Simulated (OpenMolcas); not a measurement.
Ir5+ among 4 point charges of -2 e arranged as a tetrahedron (Td).

```yaml
Program: OpenMolcas
Method: CASSCF
Basis: ANO-RCC-VDZP [7s6p4d2f]
Scalar_Hamiltonian: DKH2, point nucleus
Active_space: 4 electrons in 5 orbitals (5d)
State_averaging: 2S+1 = 5 even, 5 roots; 2S+1 = 3 even, 45 roots; 2S+1 = 1 even, 50 roots
Spin-orbit_coupling: RASSI with atomic mean-field integrals over the reference wave functions
```

All point charges move together. At R = 2.04 Å |10Dq| is 2891 cm-1, and at R = 2.13 Å it is 2381 cm-1.

Task: A third run gives 3607 cm-1. What distance was it run at?

Result: With a power law R^-n the two known points give n = -ln(2381 / 2891) / ln(2.13 / 2.04) = 4.50. Then R = 2.04 × (2891 / 3607)^(1/4.50) = 1.942 Å. The run was at 1.94 Å, so the estimate is off by +0.002 Å.

Without dynamic correlation the repulsion within the d shell is too large (B by tens of per cent), so at a given field states of lower spin stand too high. Point charges give a weaker field than real ligands, and real ions of this kind are as a rule low spin; the high spin found here belongs to the model. The ground term spreads over less than 5000 cm-1, several times less than with real ligands, so orbital moments are less quenched and χT lies further from the spin-only value than at real sites. Spin-orbit coupling mixes the spin-free states strongly: the lowest level takes only 46 % from its leading state, 5T2 (figures for R = 1.94; the like holds for R = 2.04, R = 2.13). Point charges carry no covalency, so the field is a model and not that of real ligands. No measured value stands beside these numbers.
